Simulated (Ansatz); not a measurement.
Gas-phase electronic energies from Ansatz, PBE0-D4/def2-TZVP geometries. CCSD(T)/CBS is the MP2 limit (def2-TZVPP, def2-QZVPP) plus CCSD(T) − MP2 in def2-TZVPP, frozen cores. DFT in def2-TZVPP. def2 core potentials past Kr. For Nb outer-core shells are correlated without core-valence functions, which leaves a few kJ/mol of doubt a bond. Each species was taken in one conformer, which may not be the lowest.

`[NH]=[Nb]([F])([F])[Cl]` + `NC[SiH2]S` → `[NH]=[Nb]([NH2])([F])[Cl]` + `FC[SiH2]S`  (redistribution)

`[NH]=[Nb]([F])([F])[Cl]`:

```xyz
6

N    -0.634   -0.401    1.044
Nb    0.293    0.100   -0.325
F     1.655    1.205    0.297
F     0.976   -1.434   -1.128
Cl   -1.120    1.225   -1.735
H    -1.171   -0.696    1.846
```

`NC[SiH2]S`:

Cartesian coordinates in Å:
```
N 0.222 -1.807 0.024
C -0.569 -0.582 0.046
Si 0.588 0.862 0.378
S -0.412 2.752 0.232
H -0.366 -2.629 -0.033
H 0.842 -1.826 -0.775
H -1.271 -0.624 0.884
H -1.173 -0.393 -0.855
H 1.720 0.794 -0.587
H 1.113 0.825 1.763
H -0.695 2.628 -1.076
```

`[NH]=[Nb]([NH2])([F])[Cl]`:

```xyz
8

N    -0.955    1.371   -0.074
Nb   -0.181   -0.027    0.602
N     0.936   -0.655   -0.865
F     0.871    0.445    2.086
Cl   -1.761   -1.624    1.161
H    -1.452    2.207   -0.344
H     1.007   -0.249   -1.784
H     1.534   -1.468   -0.783
```

`FC[SiH2]S`:

```xyz
9

F     0.214   -0.236   -1.861
C     0.565   -0.805   -0.639
Si   -0.445    0.005    0.741
S    -0.045    2.097    0.837
H     1.638   -0.655   -0.487
H     0.373   -1.883   -0.697
H    -0.022   -0.555    2.050
H    -1.885   -0.271    0.504
H    -0.392    2.303   -0.446
```

| level | ΔE (kcal/mol) |
| --- | --- |
| r2SCAN-D4 | 20.8 |
| r2SCAN | 20.9 |
| MP2/def2-QZVPP | 20.3 |
| CCSD/CBS(def2) | 19.8 |

Problem. What does CCSD(T)/CBS give? (An estimate is asked.)

Solution. The calculation gave: +19.6 kcal/mol. The listed levels differ from it by 1.2, 1.3, 0.7, 0.2 kcal/mol.

Largest T1 diagnostic among the species: 0.020, so the coupled-cluster value is less sure than usual.

CCSD(T)/CBS has its own doubt, a few kJ/mol and more with outer-core shells, so smaller differences from it don't rank the levels.
